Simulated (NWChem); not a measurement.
System: CH$_{3}$GeI, singlet; SMILES [CH3][Ge][I]

Input file for NWChem:

```
start job
memory heap 200 mb stack 900 mb global 1100 mb
geometry units angstroms noautosym nocenter noautoz
  Ge    -0.432364     1.380977    -0.004127
  I      0.000821    -1.175855     0.003309
  C      1.491416     1.965817    -0.004088
  H      1.557365     3.072904    -0.008340
  H      2.018039     1.562807    -0.894768
  H      2.015516     1.570515     0.891183
end
basis spherical
  Ge library def2-svpd
  I library def2-svpd
  C library def2-svpd
  H library def2-svpd
end
ecp
  I library def2-ecp
end
dft
  xc slater vwn_5
  iterations 150
end
property
  response 1 0.0
end
task dft property
```

Parts of the log:

```
             Northwest Computational Chemistry Package (NWChem) 7.3.0
             --------------------------------------------------------

                             Geometry "geometry" -> ""
                             -------------------------

 Output coordinates in angstroms (scale by  1.889725989 to convert to a.u.)

  No.       Tag          Charge          X              Y              Z
 ---- ---------------- ---------- -------------- -------------- --------------
    1 Ge                  32.0000    -0.43236400     1.38097700    -0.00412700
    2 I                   53.0000     0.00082100    -1.17585500     0.00330900
    3 C                    6.0000     1.49141600     1.96581700    -0.00408800
    4 H                    1.0000     1.55736500     3.07290400    -0.00834000
    5 H                    1.0000     2.01803900     1.56280700    -0.89476800
    6 H                    1.0000     2.01551600     1.57051500     0.89118300

 Effective nuclear repulsion energy (a.u.)     496.0477472001

                                 NWChem DFT Module
                                 -----------------

 Summary of "ao basis" -> "ao basis" (spherical)
 ------------------------------------------------------------------------------
       Tag                 Description            Shells   Functions and Types
 ---------------- ------------------------------  ------  ---------------------
 Ge                        def2-svpd                14       38   6s4p4d
 I                         def2-svpd                13       35   5s5p3d
 C                         def2-svpd                 8       20   4s2p2d
 H                         def2-svpd                 4        8   2s2p

            General Information
            -------------------
          SCF calculation type: DFT
          Wavefunction type:  closed shell.
          No. of atoms     :     6
          No. of electrons :    66
           Alpha electrons :    33
            Beta electrons :    33
          Charge           :     0
          Spin multiplicity:     1
          Use of symmetry is: off; symmetry adaption is: off
          Maximum number of iterations: 150
          AO basis - number of functions:   117
                     number of shells:    47
          Convergence on energy requested:  1.00D-06
          Convergence on density requested:  1.00D-05
          Convergence on gradient requested:  5.00D-04

              XC Information
              --------------
                        Slater Exchange Functional  1.000 local
                      VWN V Correlation Functional  1.000 local

             Grid Information
             ----------------
          Grid used for XC integration:  medium
          Radial quadrature: Mura-Knowles
          Angular quadrature: Lebedev.
          Tag              B.-S. Rad. Rad. Pts. Rad. Cut. Ang. Pts.
          ---              ---------- --------- --------- ---------
          Ge                  1.25      112          13.0       590
          I                   1.40      123          12.0       590
          C                   0.70       49          13.0       434
          H                   0.35       45          14.0       434
          Grid pruning is: on
          Number of quadrature shells:   419
          Spatial weights used:  Erf1

      Superposition of Atomic Density Guess
      -------------------------------------

 Sum of atomic energies:       -2461.29319378

      Non-variational initial energy
      ------------------------------

 Total energy =   -2411.568013
 1-e energy   =   -4014.639370
 2-e energy   =    1327.120561
 HOMO         =      -0.233340
 LUMO         =      -0.060040

   convergence    iter        energy       DeltaE   RMS-Dens  Diis-err
 ---------------- ----- ----------------- --------- --------- ---------
 d= 0,ls=0.0,diis     1  -2410.3483818390 -2.69D+03  1.99D-02  5.77D-01
 d= 0,ls=0.0,diis     2  -2410.0105057264  3.38D-01  1.62D-02  1.82D+00
 d= 0,ls=0.0,diis     3  -2410.3676847313 -3.57D-01  5.81D-03  2.68D-01
 d= 0,ls=0.0,diis     4  -2410.4133151853 -4.56D-02  1.42D-03  2.83D-02
 d= 0,ls=0.0,diis     5  -2410.4152447761 -1.93D-03  6.60D-04  8.27D-03
  Resetting Diis
 d= 0,ls=0.0,diis     6  -2410.4162514525 -1.01D-03  2.60D-04  8.77D-04
 d= 0,ls=0.0,diis     7  -2410.4164411922 -1.90D-04  1.59D-04  2.26D-05
 d= 0,ls=0.0,diis     8  -2410.4164256426  1.55D-05  1.07D-04  1.08D-04
 d= 0,ls=0.0,diis     9  -2410.4164448587 -1.92D-05  1.84D-05  2.42D-06
 d= 0,ls=0.0,diis    10  -2410.4164451989 -3.40D-07  5.19D-06  2.21D-07

         Total DFT energy =    -2410.416445198896
      One electron energy =    -4014.995420776255
           Coulomb energy =     1432.360298795661
    Exchange-Corr. energy =     -103.732119748866
 Nuclear repulsion energy =      275.950796530564

 Numeric. integr. density =       65.999997634512

                       DFT Final Molecular Orbital Analysis
                       ------------------------------------

 Vector   31  Occ=2.000000D+00  E=-2.525366D-01
              MO Center= -1.8D-02, -8.9D-01,  2.4D-03, r^2= 2.6D+00
   Bfn.  Coefficient  Atom+Function         Bfn.  Coefficient  Atom+Function
  ----- ------------  ---------------      ----- ------------  ---------------
    52      0.576786  2 I  pz                55      0.483259  2 I  pz
    49     -0.234897  2 I  pz                46     -0.189609  2 I  pz
    15      0.131317  1 Ge pz                18      0.124530  1 Ge pz
    12     -0.073216  1 Ge pz                80     -0.063719  3 C  pz
   102      0.046813  5 H  s                110     -0.047019  6 H  s

 Vector   32  Occ=2.000000D+00  E=-2.494499D-01
              MO Center= -1.4D-01, -3.0D-01,  8.3D-04, r^2= 3.9D+00
   Bfn.  Coefficient  Atom+Function         Bfn.  Coefficient  Atom+Function
  ----- ------------  ---------------      ----- ------------  ---------------
    50      0.396250  2 I  px                51      0.334303  2 I  py
    53      0.330243  2 I  px                 4     -0.267837  1 Ge s
    54      0.253696  2 I  py                16      0.189435  1 Ge px
    13      0.181106  1 Ge px                47     -0.161781  2 I  px
     3      0.142942  1 Ge s                 48     -0.133890  2 I  py

 Vector   33  Occ=2.000000D+00  E=-2.151936D-01
              MO Center= -1.4D-02,  4.1D-01, -1.1D-03, r^2= 4.8D+00
   Bfn.  Coefficient  Atom+Function         Bfn.  Coefficient  Atom+Function
  ----- ------------  ---------------      ----- ------------  ---------------
    50      0.418650  2 I  px                53      0.364660  2 I  px
     4      0.322755  1 Ge s                 13     -0.265925  1 Ge px
    78      0.264870  3 C  px                 5      0.184318  1 Ge s
    16     -0.180467  1 Ge px                 3     -0.178866  1 Ge s
    81      0.174315  3 C  px                47     -0.168858  2 I  px

 Vector   34  Occ=0.000000D+00  E=-1.424224D-01
              MO Center= -3.1D-01,  1.1D+00, -3.3D-03, r^2= 3.6D+00
   Bfn.  Coefficient  Atom+Function         Bfn.  Coefficient  Atom+Function
  ----- ------------  ---------------      ----- ------------  ---------------
    18      0.574317  1 Ge pz                15      0.497062  1 Ge pz
    12     -0.264661  1 Ge pz                52     -0.223559  2 I  pz
    55     -0.222603  2 I  pz               103      0.153234  5 H  s
   111     -0.153513  6 H  s                102      0.098019  5 H  s
   110     -0.098167  6 H  s                 49      0.088075  2 I  pz

 Vector   35  Occ=0.000000D+00  E=-6.609520D-02
              MO Center= -2.6D-01,  6.6D-01, -2.0D-03, r^2= 6.3D+00
   Bfn.  Coefficient  Atom+Function         Bfn.  Coefficient  Atom+Function
  ----- ------------  ---------------      ----- ------------  ---------------
    17      0.521385  1 Ge py                 6      0.489231  1 Ge s
    14      0.439258  1 Ge py                 5     -0.369743  1 Ge s
    54      0.368114  2 I  py                51      0.305056  2 I  py
     4     -0.283841  1 Ge s                 43     -0.268507  2 I  s
    41      0.265478  2 I  s                 11     -0.223127  1 Ge py

 Vector   36  Occ=0.000000D+00  E=-9.132710D-03
              MO Center=  1.0D+00,  1.2D+00, -2.2D-03, r^2= 9.3D+00
   Bfn.  Coefficient  Atom+Function         Bfn.  Coefficient  Atom+Function
  ----- ------------  ---------------      ----- ------------  ---------------
    77      1.801957  3 C  s                  5     -1.004788  1 Ge s
     6      0.810892  1 Ge s                 76      0.814901  3 C  s
    95     -0.731312  4 H  s                103     -0.611647  5 H  s
   111     -0.612473  6 H  s                 43      0.393994  2 I  s
    42     -0.391373  2 I  s                 75     -0.356535  3 C  s

     Multipole analysis of the density
     ---------------------------------

     L   x y z        total         alpha         beta         nuclear
     -   - - -        -----         -----         ----         -------
     0   0 0 0     -0.000000    -33.000000    -33.000000     66.000000

     1   1 0 0      0.228225     -0.570245     -0.570245      1.368715
     1   0 1 0      0.794531    -30.590477    -30.590477     61.975486
     1   0 0 1     -0.001881      0.080121      0.080121     -0.162123

     2   2 0 0    -39.675045    -73.203784    -73.203784    106.732524
     2   1 1 0      0.556345    -16.800614    -16.800614     34.157574
     2   1 0 1     -0.003134      0.001799      0.001799     -0.006733
     2   0 2 0    -36.501044   -255.960622   -255.960622    475.420201
     2   0 1 1     -0.000641      0.628596      0.628596     -1.257832
     2   0 0 2    -37.279530    -21.489127    -21.489127      5.698724

 *** CALLING NEW AORESP DRIVER FOR CLOSED AND OPEN SHELLS ***
 Entering AOResponse driver routine

--------------------------------------------------------------------------------

          -----------------------------------------------
          Solving response equations for perturbing field
          -----------------------------------------------

 number of frequencies:     1
 frequency in a.u.:  0.0000000E+00
 Perturbing field: electric
 Using El. Dipole Length Gauge

 Setting up CPKS with frequency omega =      0.00000000 a.u.

 STATIC response

                                NWChem CPHF Module
                                ------------------

  scftype          =     RHF
  nclosed          =       33
  nopen            =        0
  variables        =     2772
  # of vectors     =        3
  tolerance        = 0.10D-03
  level shift      = 0.00D+00
  max iterations   =       50
  max subspace     =       30

 SCF residual:    8.6436427218035251E-005

Iterative solution of linear equations
  No. of variables     2772
  No. of equations        3
  Maximum subspace       30
        Iterations       50
       Convergence  1.0D-04

   iter   nsub   residual    time
   ----  ------  --------  ---------
     1      3    1.46D+01      62.1
     2      6    2.63D+00      76.4
     3      9    7.54D-01      91.1
     4     12    2.96D-01     105.7
     5     15    3.89D-02     119.1
     6     18    9.02D-03     130.0
     7     21    3.83D-03     141.0
     8     24    4.31D-04     153.6
     9     27    2.35D-05     165.6

 Electric Dipole Response Matrix (nonzero elements):

              1        2        3
    1   83.9617   2.2058   0.0095
    2    2.2058 119.6139  -0.1457
    3    0.0095  -0.1457  65.7135

 ------------------------------------------
 average:        89.76302 + I       0.00000

 DFT Linear Response polarizability / au
 Frequency  =       0.0000000 / au
              X              Y              Z
 -----------------------------------------------
 X      83.9616752      2.2058233      0.0094816
 Y       2.2058271    119.6138832     -0.1457259
 Z       0.0094815     -0.1457260     65.7134974
 -----------------------------------------------
 Eigenvalues =      83.8257368    119.7502287     65.7130903
 Isotropic   =      89.7630186
 Anisotropic =      47.6374297
 -----------------------------------------------

 Magnetic Dipole Response Matrix (nonzero elements):

 Exiting AOResponse driver routine
```

Level: LDA (Slater exchange, VWN5)/def2-SVPD with def2 effective core potentials on I. Low-valent species are run as closed-shell singlets; no triplet was tried in these runs. All runs use the structure optimised with PBE-D3(BJ)/def2-SVP. def2 effective core potentials on I; no spin-orbit coupling.
